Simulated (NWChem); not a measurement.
System: H2TeSO; SMILES O[Te]S

The following NWChem deck was run.

```
start job
memory heap 200 mb stack 900 mb global 1100 mb
geometry units angstroms
  Te     0.260648    -0.411287     0.002951
  O     -1.589708    -1.158937     0.050681
  H     -1.912498    -1.173820    -0.860270
  S     -0.155325     1.946434    -0.043770
  H     -0.274933     2.141101     1.290847
end
basis spherical
  * library def2-svp
end
ecp
  Te library def2-ecp
end
dft
  xc xpbe96 cpbe96
  iterations 150
end
driver
  maxiter 120
end
task dft optimize
dft
  grid fine
  convergence energy 1d-8 density 1d-7
end
task dft freq numerical
```

def2 effective core potentials on Te; no spin-orbit coupling.

The level has its own optimisation; frequencies are unscaled.

Task: What results follow from this input? (PBE/def2-SVP with def2 effective core potentials on Te.) Quantities: r O–Te (Å); r S–Te (Å); r H–O (Å); r H–S (Å); highest harmonic frequency (cm⁻¹); lowest (cm⁻¹); zero-point energy (kcal/mol).

Result: 
- r O–Te (Å) = 2.030
- r S–Te (Å) = 2.423
- r H–O (Å) = 0.980
- r H–S (Å) = 1.367
- highest harmonic frequency (cm⁻¹) = 3669
- lowest (cm⁻¹) = 153
- zero-point energy (kcal/mol) = 14.0
